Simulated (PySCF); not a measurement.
UHF on As²⁺ (arsenic, charge +2)

Configuration: [Ar] 3d10 4s2 4p1, 2P determinant. Computed with PySCF 2.14 in aug-cc-pVDZ-PP with ECP10MDF (5s4p3d, 32 functions), with a scalar-relativistic core potential.

| Quantity | Value |
| --- | --- |
| Total energy | -330.191111 hartree |
| One-electron energy | -569.3992 hartree |
| Hartree (Coulomb) energy | 264.3639 hartree |
| Exchange energy | -25.1558 hartree |
| ⟨S²⟩ | 0.7581 |
| ⟨L²⟩ | 2.024 |
| Sum of ⟨r⟩ | 17.45 bohr |
| Sum of ⟨r²⟩ | 22.16 bohr² |
| Traceless quadrupole moment −½Σ⟨3z² − r²⟩ along its main axis | -2.21 e·bohr² |

```json
{"shell": "3s α", "electrons": "1", "mean orbital energy (hartree)": "-8.88777", "spread (hartree)": "0", "rms radius, mean of both spins (bohr)": "0.641"}
{"shell": "3s β", "electrons": "1", "mean orbital energy (hartree)": "-8.87966", "spread (hartree)": "0", "rms radius, mean of both spins (bohr)": "0.641"}
{"shell": "3p α", "electrons": "3", "mean orbital energy (hartree)": "-6.79930", "spread (hartree)": "0.00097", "rms radius, mean of both spins (bohr)": "0.668"}
{"shell": "3p β", "electrons": "3", "mean orbital energy (hartree)": "-6.79002", "spread (hartree)": "0.02469", "rms radius, mean of both spins (bohr)": "0.668"}
{"shell": "3d α", "electrons": "5", "mean orbital energy (hartree)": "-2.86965", "spread (hartree)": "0.01304", "rms radius, mean of both spins (bohr)": "0.740"}
{"shell": "3d β", "electrons": "5", "mean orbital energy (hartree)": "-2.86332", "spread (hartree)": "0.02458", "rms radius, mean of both spins (bohr)": "0.740"}
{"shell": "4s α", "electrons": "1", "mean orbital energy (hartree)": "-1.43190", "spread (hartree)": "0", "rms radius, mean of both spins (bohr)": "1.97"}
{"shell": "4s β", "electrons": "1", "mean orbital energy (hartree)": "-1.33052", "spread (hartree)": "0", "rms radius, mean of both spins (bohr)": "1.97"}
{"shell": "4p α", "electrons": "1", "mean orbital energy (hartree)": "-1.02031", "spread (hartree)": "0", "rms radius, mean of both spins (bohr)": "2.32"}
```

Energies and moments cover only the electrons outside the core potential.
